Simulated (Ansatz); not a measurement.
`C#[C][Zr]([OH])([OH])[F]`, one more setting.

```yaml
crystal:
  periodic: [false, false, false]
  atoms:
    - {symbol: C, position_ang: [2.423932, -0.441687, -1.183098]}
    - {symbol: C, position_ang: [1.326690, -0.161583, -0.742964]}
    - {symbol: Zr, position_ang: [-0.667068, 0.377907, 0.022136]}
    - {symbol: O, position_ang: [-1.766950, -1.175984, -0.062238]}
    - {symbol: O, position_ang: [-0.456175, 1.017671, 1.804417]}
    - {symbol: F, position_ang: [-1.413983, 1.753350, -1.070359]}
    - {symbol: H, position_ang: [3.387367, -0.686366, -1.571109]}
    - {symbol: H, position_ang: [-2.354951, -1.913651, 0.070483]}
    - {symbol: H, position_ang: [-0.478862, 1.230342, 2.732722]}
basis:
  gaussian: {orbitals: STO-3G}
hamiltonian: {xc: {name: B3LYP}, dispersion: d4}
output: {forces: true}
```

```sh
$ ansatz run in.yaml --threads 4 --pin off --events-out ev --progress --plain --max-ram 10444MiB
```

It prints (some lines left out):

```
Functional definition: B3LYP
  name "B3LYP"
  cite "Stephens, Devlin, Chabalowski & Frisch, J. Phys. Chem. 98, 11623 (1994) doi:10.1021/j100096a001"
  cite "Becke, Phys. Rev. A 38, 3098 (1988) doi:10.1103/PhysRevA.38.3098"
  cite "Lee, Yang & Parr, Phys. Rev. B 37, 785 (1988) doi:10.1103/PhysRevB.37.785"
  cite "Vosko, Wilk & Nusair, Can. J. Phys. 58, 1200 (1980) doi:10.1139/p80-159"
  parameter a0 = 0.2
  parameter ax = 0.72
  parameter ac = 0.81
  exchange = (1 - a0 - ax)*slater_x + ax*b88_x + a0*exact_x
  correlation = (1 - ac)*vwn_rpa_c + ac*lyp_c
725 factors; integrals over basis functions are off by at most 6.0e-5 eV
mean field evaluation 1: about -104187.7573 eV, gradient 2.0e1 eV
mean field evaluation 2: about -104185.9071 eV, gradient 3.4e1 eV
mean field evaluation 4: about -104189.0106 eV, gradient 3.0e0 eV
mean field evaluation 8: about -104188.9216 eV, gradient 1.0e-1 eV
mean field evaluation 16: about -104188.9216 eV, gradient 4.9e-6 eV
mean field -104188.92161489 eV, -3828.8722475596 hartree, gradient 4.9e-6 eV, S^2 0.000000; 0 other end points of the search recorded, 0 dependent functions left out
the calculation of the forces begins
reference -104188.92184752 eV, -3828.8722561086 hartree; 40, 40 occupied and 15, 15 virtual orbitals, 725 factors
Total energy: -104189.22312251 eV, -3828.8833277604 hartree
Atom 0 at     2.423932    -0.441687    -1.183098 Å, force     0.006779    -0.004416     0.000254 eV/Å
Atom 1 at     1.326690    -0.161583    -0.742964 Å, force    -0.462131     0.165922     0.128458 eV/Å
Atom 2 at    -0.667068     0.377907     0.022136 Å, force    -1.191856    -0.023221     0.874659 eV/Å
Atom 3 at    -1.766950    -1.175984    -0.062238 Å, force     2.866357     3.682032    -0.526137 eV/Å
Atom 4 at    -0.456175     1.017671     1.804417 Å, force     0.010449    -1.116683    -4.566848 eV/Å
Atom 5 at    -1.413983     1.753350    -1.070359 Å, force     0.410735    -0.750127     0.591063 eV/Å
Atom 6 at     3.387367    -0.686366    -1.571109 Å, force     0.568196    -0.150268    -0.221823 eV/Å
Atom 7 at    -2.354951    -1.913651     0.070483 Å, force    -2.088361    -2.556556     0.474572 eV/Å
Atom 8 at    -0.478862     1.230342     2.732722 Å, force    -0.120169     0.753319     3.245801 eV/Å
Dipole moment:    -0.532905    -0.103274     0.500845 e Å
```

Hardware: 4 threads of an Arm Neoverse V1 on a shared host. Wall time 1.2 s, peak host memory 0.15 GiB.
